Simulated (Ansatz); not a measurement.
F$_{3}$HHfSe, SMILES `[F][Hf]([F])([F])[SeH]`, relaxed with RKS PBE0-D4/def2-TZVP in the Gaussian-basis code of Ansatz from a GFN2-xTB geometry. The force threshold is 0.005 eV/Å; the program also tests the step.

The species carries charge 0 and has multiplicity 1. Hf: def2 effective core potential.

Start:

```xyz
6

F    -0.183   -2.048   -0.605
Hf    0.356   -0.312   -0.376
F     2.182   -0.308   -0.536
F    -0.502    0.755   -1.599
Se   -0.377    0.540    1.770
H    -1.476    1.372    1.347
```

Q: How much energy does the relaxation release, and in how many steps? (Estimate.)

A: The calculation gave: 0.44 eV, in 24 steps, 3 of them rejected.

Q: Which bonds change most? (Best estimate.)

A: Ansatz gave: Hf2–Se5 from 2.423 to 2.578 Å; F1–Hf2 from 1.832 to 1.894 Å; Hf2–F4 from 1.836 to 1.894 Å; Hf2–F3 from 1.833 to 1.890 Å.

Q: Give the relaxed structure. (An estimate is asked.)

A: Computed: 
```xyz
6

F    -0.450   -1.933   -0.520
Hf    0.362   -0.225   -0.419
F     2.245   -0.361   -0.505
F    -0.316    0.813   -1.851
Se   -0.208    0.895    1.832
H    -1.633    0.809    1.463
```
